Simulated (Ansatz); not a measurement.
[SiMe3]- (C3H9Si⁻) was relaxed with PBE0-D4 (def2-SVPD) in Ansatz in these states: charge -1 singlet, neutral doublet. The geometries follow in no particular order.

A:

```xyz
13

Si    0.4819   -0.2407   -0.3529
C     0.0291    1.4587   -1.0381
H     0.8819    2.1518   -0.9911
H    -0.7963    1.9005   -0.4536
H    -0.2982    1.3958   -2.0862
C     1.0648   -0.0959    1.4365
H     0.2596    0.3143    2.0702
H     1.9339    0.5725    1.5237
H     1.3491   -1.0756    1.8476
C    -0.9918   -1.4139   -0.4732
H    -0.7412   -2.4150   -0.0928
H    -1.3352   -1.5231   -1.5123
H    -1.8377   -1.0294    0.1224
```

B:

```xyz
13

Si   -0.4608    0.9401   -0.0471
C    -1.2552   -0.4937    1.0275
H    -1.3359   -0.2020    2.0893
H    -0.6574   -1.4281    0.9818
H    -2.2761   -0.7348    0.6829
C     1.3651    0.7718    0.6452
H     1.7194   -0.2803    0.6335
H     1.4346    1.1345    1.6857
H     2.0771    1.3692    0.0492
C    -0.1930   -0.1085   -1.6812
H     0.4307    0.4375   -2.4106
H    -1.1534   -0.3263   -2.1803
H     0.3050   -1.0793   -1.4759
```

Question: Judge from the bond lengths which geometry belongs to which state (an estimate).

Answer: A is the neutral doublet (Si1–C10 1.887 Å, Si1–C6 1.887 Å, Si1–C2 1.887 Å); B is the charge -1 singlet (Si1–C10 1.960 Å, Si1–C6 1.960 Å, Si1–C2 1.960 Å).

At PBE0-D4/def2-SVPD the highest occupied level of the charge -1 singlet lies above zero (up to 0.47 eV). By energy differences its removal costs 1.33 eV (vertical, to the charge 0 doublet, at PBE0-D4/def2-TZVPD).
